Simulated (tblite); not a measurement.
Compound: C8H16FP.
Numbering: `[CH3:1][CH:2]([CH3:3])[C@@H:4]1[CH2:5][C@H:6]([F:7])[C@H:8]([CH3:9])[PH:10]1` (hydrogens: H11, H12, H13 on C1; H14 on C2; H15, H16, H17 on C3; H18 on C4; H19, H20 on C5; H21 on C6; H22 on C8; H23, H24, H25 on C9; H26 on P10)

Computed with GFN2-xTB (tblite), gas phase: L-BFGS steps from a force-field or distance-geometry start until the largest atomic force falls under 0.01 eV/Å.

Step 9: E = -885.9410 eV
```
atom  x, y, z in Å  |  force x, y, z in eV/Å
C1     -2.5030   -1.1944    0.2289    0.016  -0.014   0.004
C2     -1.7348    0.1152    0.4094   -0.051  -0.006   0.007
C3     -2.6600    1.2863    0.0849    0.035   0.019   0.003
C4     -0.4665    0.1495   -0.4558   -0.063   0.004   0.013
C5      0.4253   -1.0827   -0.3193   -0.028   0.012  -0.016
C6      1.7490   -0.7110   -0.9697    0.011  -0.001  -0.013
F7      2.6863   -1.7045   -0.7865    0.031  -0.024   0.027
C8      2.2229    0.6216   -0.3772    0.007   0.063   0.004
C9      3.0642    0.4463    0.8833    0.013  -0.015   0.006
P10     0.6493    1.6145   -0.0674   -0.033   0.076   0.042
H11    -3.4259   -1.1568    0.8050    0.023  -0.029  -0.026
H12    -1.9193   -2.0413    0.5778   -0.025  -0.031   0.000
H13    -2.7586   -1.3531   -0.8175    0.017   0.027   0.023
H14    -1.4408    0.1960    1.4643    0.019  -0.025  -0.030
H15    -2.1629    2.2345    0.2794    0.038   0.022  -0.013
H16    -2.9645    1.2643   -0.9601    0.049  -0.026   0.017
H17    -3.5574    1.2295    0.6991    0.049   0.054  -0.004
H18    -0.7660    0.2616   -1.5075    0.004  -0.057   0.013
H19     0.6014   -1.3179    0.7338   -0.020  -0.013  -0.047
H20    -0.0089   -1.9523   -0.8111    0.012  -0.044   0.029
H21     1.6275   -0.6186   -2.0567   -0.037  -0.007  -0.028
H22     2.8301    1.1566   -1.1141    0.009   0.020  -0.053
H23     3.9695   -0.1098    0.6488    0.022  -0.013  -0.012
H24     3.3506    1.4184    1.2814   -0.043  -0.010   0.008
H25     2.5196   -0.1036    1.6478   -0.018   0.016   0.019
H26     0.6519    1.3745    1.3147   -0.037   0.003   0.027
```

Step 10: E = -885.9425 eV
```
atom  x, y, z in Å  |  force x, y, z in eV/Å
C1     -2.5018   -1.1948    0.2290    0.021  -0.005  -0.005
C2     -1.7342    0.1140    0.4111   -0.032   0.005  -0.009
C3     -2.6562    1.2865    0.0849    0.040   0.001   0.003
C4     -0.4677    0.1483   -0.4560   -0.054   0.036   0.003
C5      0.4242   -1.0827   -0.3184    0.004   0.010  -0.035
C6      1.7482   -0.7104   -0.9696    0.026  -0.015  -0.023
F7      2.6879   -1.7039   -0.7840   -0.017   0.022   0.005
C8      2.2208    0.6235   -0.3770    0.014   0.038  -0.012
C9      3.0617    0.4461    0.8836    0.015  -0.003  -0.015
P10     0.6479    1.6153   -0.0672   -0.060   0.056   0.041
H11    -3.4244   -1.1566    0.8031   -0.012  -0.034   0.000
H12    -1.9190   -2.0422    0.5766   -0.019  -0.041   0.006
H13    -2.7565   -1.3504   -0.8173    0.012   0.015  -0.001
H14    -1.4407    0.1947    1.4657    0.028  -0.025  -0.023
H15    -2.1558    2.2326    0.2774    0.042   0.042  -0.009
H16    -2.9601    1.2621   -0.9595    0.041  -0.020  -0.005
H17    -3.5527    1.2324    0.6984    0.015   0.059   0.018
H18    -0.7700    0.2597   -1.5084    0.023  -0.060   0.051
H19     0.5999   -1.3190    0.7343   -0.014  -0.002  -0.041
H20    -0.0104   -1.9520   -0.8091    0.011  -0.061   0.012
H21     1.6263   -0.6178   -2.0582   -0.024  -0.024   0.023
H22     2.8280    1.1593   -1.1145    0.001   0.005  -0.032
H23     3.9662   -0.1085    0.6448    0.033  -0.023   0.003
H24     3.3484    1.4176    1.2815   -0.035   0.007   0.017
H25     2.5189   -0.1037    1.6496   -0.021   0.010   0.004
H26     0.6499    1.3726    1.3147   -0.037   0.009   0.023
```

**Question.** Estimate the geometry and energy of step 11. (The exact step hangs on the optimiser's Hessian estimate; all steps are aligned on step 10, rigid shifts and turns removed.)

**Answer.** E = -885.9440 eV, largest force 0.085 eV/Å
```
atom  x, y, z in Å  |  force x, y, z in eV/Å
C1     -2.5005   -1.1953    0.2291    0.012  -0.001  -0.009
C2     -1.7342    0.1129    0.4126    0.002   0.009  -0.014
C3     -2.6520    1.2869    0.0850    0.033  -0.005   0.004
C4     -0.4697    0.1477   -0.4559   -0.015   0.044  -0.004
C5      0.4232   -1.0824   -0.3183    0.027   0.002  -0.041
C6      1.7478   -0.7099   -0.9699    0.020  -0.011  -0.019
F7      2.6892   -1.7030   -0.7816   -0.054   0.058  -0.014
C8      2.2190    0.6258   -0.3771    0.008   0.006  -0.025
C9      3.0597    0.4459    0.8838    0.011   0.010  -0.031
P10     0.6454    1.6172   -0.0662   -0.064   0.014   0.029
H11    -3.4231   -1.1571    0.8013   -0.041  -0.037   0.021
H12    -1.9191   -2.0438    0.5757   -0.012  -0.042   0.008
H13    -2.7543   -1.3477   -0.8171    0.006   0.002  -0.026
H14    -1.4400    0.1929    1.4665    0.032  -0.022  -0.007
H15    -2.1485    2.2316    0.2753    0.042   0.047  -0.009
H16    -2.9552    1.2597   -0.9590    0.031  -0.010  -0.021
H17    -3.5479    1.2364    0.6981   -0.012   0.063   0.034
H18    -0.7733    0.2568   -1.5084    0.029  -0.050   0.062
H19     0.5982   -1.3201    0.7339   -0.005   0.008  -0.027
H20    -0.0114   -1.9528   -0.8069    0.012  -0.057  -0.004
H21     1.6246   -0.6176   -2.0592   -0.007  -0.035   0.055
H22     2.8261    1.1620   -1.1156   -0.010  -0.007  -0.008
H23     3.9639   -0.1078    0.6412    0.031  -0.023   0.020
H24     3.3456    1.4169    1.2820   -0.021   0.019   0.022
H25     2.5180   -0.1035    1.6512   -0.018   0.006  -0.018
H26     0.6473    1.3710    1.3152   -0.037   0.013   0.020
```

The energy changes by -0.0014 eV. The first-order estimate −F·Δx gives -0.0020 eV and the mean of the old and new forces, exact on a quadratic surface, -0.0015 eV. The step makes an angle of 62° with the force vector and moves no atom by more than 0.008 Å.

The cost below is that of the whole relaxation. On Arm Neoverse N1, one thread, shared host, this took 1.4 s of wall time.
